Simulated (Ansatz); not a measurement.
Born–Oppenheimer molecular dynamics of CH9BClNSi2 (15 atoms, charge 0, multiplicity 1). It starts from a relaxed structure.

All numbers below come from UKS LDA/STO-3G (Ansatz).

```
ensemble                      : NVE (velocity Verlet)
time step                     : 0.5 fs
steps asked                   : 166
starting velocities drawn for : 300 K
seed                          : 720625
```

First frame:

```xyz
15
Properties=species:S:1:pos:R:3
B -1.763 -0.748 -0.852
Si -0.574 0.312 0.229
C 0.968 -0.603 0.824
N 0.560 -1.674 1.799
Si 0.106 1.928 -1.198
Cl 1.737 2.963 -0.357
H -2.905 -0.483 -0.945
H -1.359 -1.636 -1.510
H -1.221 0.981 1.343
H 1.547 -0.975 -0.050
H 1.621 0.109 1.362
H 0.116 -2.436 1.203
H 1.469 -2.131 2.112
H -0.915 2.931 -1.461
H 0.590 1.412 -2.469
```

Q: How far do the bonds stretch over the last three quarters of this one trajectory? (Pairs bonded in most of those frames.)

A: 
```csv
bond,mean (Å),spread (Å),shortest,longest
B1–Si2,1.924,0.022,1.88,1.95
B1–H7,1.179,0.042,1.12,1.24
B1–H8,1.180,0.041,1.11,1.24
Si2–C3,1.893,0.019,1.87,1.93
Si2–Si5,2.262,0.012,2.24,2.28
Si2–H9,1.453,0.007,1.44,1.46
C3–N4,1.502,0.031,1.45,1.55
C3–H10,1.115,0.010,1.09,1.13
C3–H11,1.108,0.011,1.09,1.13
N4–H12,1.064,0.009,1.05,1.08
N4–H13,1.064,0.010,1.04,1.09
Si5–Cl6,2.113,0.035,2.06,2.16
Si5–H14,1.456,0.018,1.43,1.48
Si5–H15,1.455,0.014,1.44,1.47
```

Mean temperature of the second half: 135 K. The conserved energy stayed within 0.2 meV per atom of its start (net change 0.13 meV per atom), so the integration is sound. Over the second half the temperature averaged 0.45 of the 300 K drawn at the start: a run that starts near a minimum puts about half its kinetic energy into the potential. A run of 0.083 ps of so small a system gives no equilibrium averages. Limits of this set-up: minimal basis.

Run time: 10 min on 1 thread of Arm Neoverse V1, on a shared host, peak memory 0.12 GiB.
